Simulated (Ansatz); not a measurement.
`[SiH3][O][Ge][Cl]` + `[CH3][Mg][OH]` → `[CH3][Ge][Cl]` + `[OH][Mg][O][SiH3]`  (redistribution)

Gas-phase electronic energies from Ansatz, PBE0-D4/def2-TZVP geometries. CCSD(T)/CBS adds triple-zeta CCSD(T) − MP2 to the extrapolated MP2 energy (def2 sets, frozen cores). DFT in def2-TZVPP. For Ge, Mg outer-core shells are correlated without core-valence functions, which leaves a few kJ/mol of doubt a bond. Scalar relativity is left out up to krypton. Each species was taken in one conformer, which may not be the lowest.

| level | ΔE (kJ/mol) |
| --- | --- |
| revPBE-D4 | -29.1 |
| MP2/def2-TZVPP | -42.4 |

Question: What does CCSD(T)/CBS give? (Estimate.)

Answer: Ansatz gave: -43.3 kJ/mol. The listed levels differ from it by 14.2, 0.9 kJ/mol.

Largest T1 diagnostic among the species: 0.014.

In def2-TZVPP, CCSD(T) changes the Hartree–Fock value by +13.3 kJ/mol (the triples alone add +4.7 kJ/mol) and MP2 by +12.4 kJ/mol. Leaving LDA and LC-ωPBE aside and taking each functional with its dispersion term where it has one, the values, not all of them listed here, spread over 19.7 kJ/mol, from PBE-QIDH to BLYP-D4. LDA lies +4.5 kJ/mol from PBE without D4.
